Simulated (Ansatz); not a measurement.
Hg2O2, relaxed as a triplet with UKS PBE0-D4/def2-TZVP in Ansatz, starting from the PBE0-D4/def2-TZVP geometry of the neutral singlet. Force threshold 0.02 eV/Å.

In the def2 sets Hg takes a core potential; there is no spin–orbit coupling. In the triplet geometry the species has come apart into loosely held pieces. The relaxation made no stability test and no search for a lower SCF solution. The structure comes from a short search, and lower isomers may exist.

Start:

```xyz
4

Hg    0.4310   -1.1645   -1.6827
Hg   -0.4313    1.1645    1.6826
O    -0.4041   -0.6081    0.3171
O     0.4044    0.6081   -0.3170
```

Estimate the energy that the relaxation releases and the steps that it takes.

4.01 eV, in 12 steps; 13 s on 4 threads of AMD EPYC 9R45 on a shared host. The force fell under the threshold at step 11, but the optimiser went on. No frequencies were taken in this run, so the end may be a saddle point.

Does the start keep its bonding and symmetry?

Bonds lost: Hg1–O3, Hg1–O4, Hg2–O3, Hg2–O4 (atoms count from 1). The end holds 3 separate pieces. Point group D2h at the start, Cs at the end, both within 0.05 Å.

Predict the relaxed structure.


```xyz
4

Hg    1.074   -1.511   -3.219
Hg   -0.432    2.557    2.659
O    -0.645   -0.970    0.507
O     0.002   -0.077    0.053
```
Bond lengths (bridged metal pairs left out): 1 × O–O 1.19 Å.
